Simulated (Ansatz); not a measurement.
`C=N[SiH2][TeH]` + `N[SiH3]` → `C=N[SiH2]N[SiH3]` + H₂Te  (ligand exchange at the Si–Te bond)

Calculated with Ansatz (gas phase, PBE0-D4/def2-TZVP geometries, no zero-point term in ΔE). CCSD(T)/CBS adds triple-zeta CCSD(T) − MP2 to the extrapolated MP2 energy (def2 sets, frozen cores). This one scheme is used for every species. Elements past krypton have def2 core potentials. For Te outer-core shells are correlated without core-valence functions, which leaves a few kJ/mol of doubt a bond. One conformer a species, not always the lowest.

Q: Is it downhill or uphill in electronic energy at CCSD(T)/CBS, and by how much? (Estimate.)

A: Ansatz gave: Uphill: ΔE = +2.9 kJ/mol.

Q: What do these levels give: MP2/def2-TZVPP, SCS-MP2/def2-TZVPP, HF/def2-QZVPP, MP2/def2-QZVPP, SCS-MP2/def2-QZVPP, HF/CBS(def2)? (Best estimate.)

A: Ansatz gave: MP2/def2-TZVPP 2.2, SCS-MP2/def2-TZVPP -3.7, HF/def2-QZVPP -13.6, MP2/def2-QZVPP 6.2, SCS-MP2/def2-QZVPP 0.0, HF/CBS(def2) -13.8 kJ/mol.

Largest T1 diagnostic among the species: 0.013.

From PBE to PBE0 (25 % exact exchange), in def2-TZVPP and without D4, ΔE moves by −4.4 kJ/mol. In def2-TZVPP, CCSD(T) changes the Hartree–Fock value by +7.7 kJ/mol (the triples alone add +2.5 kJ/mol) and MP2 by +14.6 kJ/mol.
